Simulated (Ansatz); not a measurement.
`[CH3][GeH]([NH2])[F]` + HCl → `[NH2][GeH]([F])[Cl]` + CH₄ at 400 K and 1 bar (ligand exchange at a Ge–C bond).

Isolated molecules relaxed with PBE0-D4/def2-TZVP in Ansatz; ΔE leaves out vibrations. CCSD(T)/CBS adds triple-zeta CCSD(T) − MP2 to the extrapolated MP2 energy (def2 sets, frozen cores). This one scheme is used for every species. For Ge outer-core shells are correlated without core-valence functions, which leaves a few kJ/mol of doubt a bond. Scalar relativity is left out up to krypton. Each species was taken in one conformer, which may not be the lowest.

| species | CCSD(T)/CBS energy (Eh) | H − E (kJ/mol) | S (J/(mol·K)) |
| --- | --- | --- | --- |
| `[CH3][GeH]([NH2])[F]` | -2272.33936 | 223.4 | 369.4 |
| HCl | -460.38127 | 29.6 | 195.4 |
| `[NH2][GeH]([F])[Cl]` | -2692.28962 | 127.3 | 358.9 |
| CH₄ | -40.46206 | 131.3 | 197.2 |

H − E and S are ideal-gas, rigid-rotor, harmonic terms from PBE0-D4/def2-TZVP, for one conformer and one mirror image of each species. 1 Eh = 2625.50 kJ/mol, R = 8.31446 J/(mol·K).

Task: By hand: ΔE, ΔH, ΔS and ΔG.

Result: ΔE = (-2692.28962) + (-40.46206) − (-2272.33936) − (-460.38127) = -0.03105 Eh = -81.5 kJ/mol. Δ(H − E) = 127.3 + 131.3 − 223.4 − 29.6 = 5.6, so ΔH = -75.9 kJ/mol. ΔS = 358.9 + 197.2 − 369.4 − 195.4 = -8.7 J/(mol·K). ΔG = -75.9 − 400 × (-8.7)/1000 = -72.4 kJ/mol.

Task: By hand: the equilibrium constant, and the temperature at which ΔG would vanish if ΔH and ΔS stayed fixed.

Result: log₁₀ K = −ΔG/(RT ln 10) = 9.5. ΔG = 0 at ΔH/ΔS = 8724 K, far beyond where these terms or the molecules hold.

The number of gas molecules stays the same, so ΔS is small and ΔH decides. A doubt of 5 kJ/mol in ΔE shifts log₁₀ K by 0.7 here. Other conformers and mirror images would add mixing entropy, several J/(mol·K) or more a flexible species. These are equilibria of isolated gas molecules and say nothing of rates. Largest T1 diagnostic: 0.011 (customary marks: 0.02 for closed shells, 0.045 for open ones).
